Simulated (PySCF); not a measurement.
From one molecule to another.

First species: C2H11NO3Si3.
Z-matrix (Å and degrees, GFN2-xTB geometry), rows numbered from 1:
```
C 
C   1  1.5084
O   2  1.2152  1  124.05
N   2  1.3471  1  117.04  3   179.55
Si  4  1.7469  2  114.06  1  -179.49
O   5  1.6209  4  100.73  2  -179.23
Si  6  1.6189  5  142.06  4   179.50
O   7  1.6115  6  110.91  5    22.48
Si  8  1.6226  7  153.86  6     1.68
H   1  1.0886  2  109.36  3  -111.19
H   1  1.0877  2  110.34  3   129.44
H   1  1.0860  2  109.70  3     8.41
H   4  1.0070  2  120.12  1     0.38
H   5  1.4562  4  109.82  2    64.94
H   5  1.4560  4  109.84  2   -64.02
H   7  1.4541  6  105.19  5   139.22
H   7  1.4546  6  108.20  5   -94.08
H   9  1.4620  8  108.63  7   -55.91
H   9  1.4619  8  102.87  7  -175.75
H   9  1.4623  8  108.47  7    65.52
```

Second species: C₂H₁₂NPSi₄.
Atom-mapped SMILES: `[CH:1]#[C:2][Si@:3]([SiH3:4])([PH2:5])[N:6]([SiH3:7])[SiH3:8]` (hydrogens: H9 on C1; H10, H11, H12 on Si4; H13, H14 on P5; H15, H16, H17 on Si7; H18, H19, H20 on Si8)

Levels: PBE0/pcSseg-1 for HOMO energy, LUMO energy and HOMO–LUMO gap. Geometries: GFN2-xTB. Each structure is a single optimised conformer of the isolated species, non-relativistic unless stated. Electronic properties by PySCF.

Dipoles, sizes and rotational constants follow the conformer. The torsions of the flexible species, by atom-mapped SMILES:
- `[CH:1]#[C:2][Si@:3]([SiH3:4])([PH2:5])[N:6]([SiH3:7])[SiH3:8]`: C2–Si3–N6–Si7 -44°, H–P5–Si3–C2 58°, H–P5–Si3–C2 150°

The conformers of `CC(=O)N[SiH2]O[SiH2]O[SiH3]` aren't listed.

| property | column X | column Y |
| --- | --- | --- |
| HOMO energy | -7.17 eV | -7.66 eV |
| LUMO energy | -0.86 eV | 0.11 eV |
| HOMO–LUMO gap | 6.31 eV | 7.77 eV |

Task: Which column belongs to which species?

Result: Column X is the second species and column Y the first. The first has 20 atoms and 96 electrons, the second 20 and 102.

Task: How does each property change from the first species to the second?

Result: HOMO energy +0.49 eV; LUMO energy -0.97 eV; HOMO–LUMO gap -1.46 eV.

